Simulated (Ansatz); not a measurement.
The same group exchange along the group F, Cl, Br.

Computed with Ansatz on PBE0-D4/def2-TZVP structures; ΔE is electronic, products minus reactants. CCSD(T)/CBS is the MP2 limit (def2-TZVPP, def2-QZVPP) plus CCSD(T) − MP2 in def2-TZVPP, frozen cores. This one scheme is used for every species. For As, Br outer-core shells are correlated without core-valence functions, which leaves a few kJ/mol of doubt a bond. Scalar relativity is left out up to krypton. Each species was taken in one conformer, which may not be the lowest.

Task: Order these by ΔE at CCSD(T)/CBS, lowest first. (An estimate is asked.)
A. `FC(F)[SiH3]` + `OC[AsH2]` → `OC([SiH3])[AsH2]` + `FCF`
B. `[SiH3]C(Br)Br` + `OC[AsH2]` → `OC([SiH3])[AsH2]` + `BrCBr`
C. `[SiH3]C(Cl)Cl` + `OC[AsH2]` → `OC([SiH3])[AsH2]` + `ClCCl`

Result: A (-28.5 kJ/mol), C (-2.9 kJ/mol), B (+5.4 kJ/mol).

Largest T1 diagnostic: 0.012, for `FC(F)[SiH3]`.
